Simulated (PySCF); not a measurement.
**Electron correlation in Ni²⁺ (nickel, charge +2)**

[Ar] 3d7 4p1, one real determinant (an excited configuration). Calculation: PySCF 2.14, in x2c-TZVPPall (6s5p4d2f1g, 64 functions); the spin-free X2C one-electron Hamiltonian (Gaussian nucleus). Frozen: [Ne]; 16 electrons correlated.

MP2 pair energies summed by pair of shells (mhartree):

```csv
pair,energy,share (%)
3p-3d,-188.16,37.7
3d-3d,-168.95,33.9
3p-3p,-53.66,10.8
3s-3d,-36.64,7.3
3s-3p,-26.67,5.3
3d-4p,-14.73,3.0
3p-4p,-5.55,1.1
3s-3s,-3.88,0.8
3s-4p,-0.50,0.1
```

Total MP2 correlation energy: -498.74 mhartree.

Same-spin part -164.89 and opposite-spin part -333.84 mhartree; SCS-MP2 scales them by 1/3 and 6/5 to -455.58 mhartree.

The reference is one real determinant that mixes LS terms of this configuration.

This basis was not built for core-valence correlation, so the inner-shell part is incomplete.
